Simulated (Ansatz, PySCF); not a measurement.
The pair A = CH4 (SMILES C) (first 5 atoms), B = ClH3Si (SMILES [SiH3]Cl); geometry from B3LYP-D3(BJ)/def2-TZVP.
(charge 0, multiplicity 1):
```xyz
10

C      0.00178    -0.09047     0.20817
H      0.38484    -0.03688    -0.80990
H     -0.33411    -1.10568     0.41539
H      0.79038     0.18140     0.90802
H     -0.83480     0.59879     0.31608
Si    -0.91301    -0.01164     3.90067
Cl     1.10433     0.42243     4.02447
H     -1.57322     1.04725     3.11436
H     -1.46004    -0.05297     5.27102
H     -1.07164    -1.32209     3.24287
```

Correlated levels freeze the cores. CBS(a, b) extrapolates the correlation energy as X⁻³ and adds the Hartree–Fock energy of set b. MP2 and its Hartree–Fock in aug-cc-pV(T+d)Z are density fitted.

Programs: Ansatz (a quantum-chemistry and plane-wave program) with Gaussian orbitals; PySCF for the dispersion terms. Each number belongs to the level named beside it.

The monomers are drawn apart, rigid, along the line of their centres of mass. Counterpoise-corrected interaction energies (kcal/mol):

| level | R = 5.294 Å | R = 6.816 Å |
|---|---|---|
| PBE-D3(BJ)/def2-TZVPPD | -0.3398 | -0.0612 |
| wB97M-V/def2-TZVPPD | -0.2565 | -0.0526 |
| MP2/CBS(aug-cc-pV(D+d)Z, aug-cc-pV(T+d)Z) + ΔCCSD(T)/aug-cc-pV(D+d)Z | -0.2479 | -0.0512 |

Task: R is the distance of the centres of mass. Find the local exponent m of E ∝ R⁻ᵐ between the two points.

Result: 
m = ln(E₁/E₂)/ln(R₂/R₁): PBE-D3(BJ)/def2-TZVPPD 6.8; wB97M-V/def2-TZVPPD 6.3; MP2/CBS(aug-cc-pV(D+d)Z, aug-cc-pV(T+d)Z) + ΔCCSD(T)/aug-cc-pV(D+d)Z 6.2. For scale, two fixed dipoles give m = 3, dipole and quadrupole 4, quadrupoles 5, and dispersion or dipole-induced dipole 6 at long range; at these distances several terms mix, and what is left of overlap and damping shifts m, so it need not match one of them.
